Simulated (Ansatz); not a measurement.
Ansatz (an electronic-structure program) input:

Ansatz 0.2 input:
```yaml
crystal:
  periodic: [false, false, false]
  atoms:
    - {symbol: B, position_ang: [-0.30605617, 0.35125440, 0.00437561]}
    - {symbol: F, position_ang: [-0.33744990, 1.67102561, -0.04926322]}
    - {symbol: O, position_ang: [-1.24677991, -0.52080589, 0.15325888]}
    - {symbol: O, position_ang: [0.92318269, -0.25765265, -0.11425984]}
    - {symbol: H, position_ang: [0.92996357, -1.21714376, -0.07139428]}
basis:
  gaussian:
    orbitals: def2-TZVP
hamiltonian:
  xc: b3lyp
  dispersion: d3bj
magnetization: {spin_polarized: true, initial_magnetization: 1}
relax: {f_tol: 0.002, max_steps: 150}
```

Task: Which total energy does the run end on?

Result: -275.95642 Eh (B3LYP-D3(BJ)/def2-TZVP). The basis has 130 functions.

It need not be the lowest isomer of its formula.
